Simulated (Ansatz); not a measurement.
# A geometry optimisation of Al2F4H2S2 with PBE0-D4/def2-SVP

The starting geometry of this gas-phase singlet was optimised with GFN2-xTB.

| atom | x (Å) | y (Å) | z (Å) |
| --- | --- | --- | --- |
| Al | -1.5450 | -1.2073 | -0.7577 |
| Al | 0.4389 | 0.7796 | -1.3631 |
| F | -0.9979 | -2.4831 | 0.1169 |
| F | -0.5708 | 0.1534 | -0.0102 |
| F | 1.9677 | 0.9715 | -0.8253 |
| F | -0.5510 | 1.9250 | -2.0151 |
| S | -3.4861 | -0.5126 | -1.4383 |
| S | 0.1169 | -1.1627 | -2.5875 |
| H | -3.0569 | 0.7324 | -1.6563 |
| H | -0.6150 | -0.5975 | -3.5509 |

Where would you expect an optimisation with PBE0-D4/def2-SVP to take it?

It keeps its bonds.

The energy falls by 0.16 eV over 17 steps:

| step | E − E(last) (eV) |
| --- | --- |
| 1 | 0.159 |
| 3 | 0.019 |
| 5 | 0.008 |
| 6 | 0.004 |
| 8 | 0.003 |
| 10 | 0.001 |
| 12 | 0.000 |
| 13 | 0.000 |
| 15 | 0.000 |
| 17 | 0.000 |

Final geometry (Å):

```xyz
10

Al   -1.4980   -1.2080   -0.8185
Al    0.5377    0.8353   -1.3887
F    -1.0706   -2.4883    0.1438
F    -0.6855    0.2948   -0.1659
F     2.0359    0.8707   -0.6980
F    -0.1324    2.1187   -2.1921
S    -3.5481   -0.7769   -1.3947
S     0.0881   -1.1051   -2.5851
H    -3.2886    0.5449   -1.5257
H    -0.7376   -0.4874   -3.4628
```

No frequencies were run, so the end isn't proven a minimum. Run with Ansatz 0.2.0, 77 s on 2 threads of Arm Neoverse V2, on a shared host.
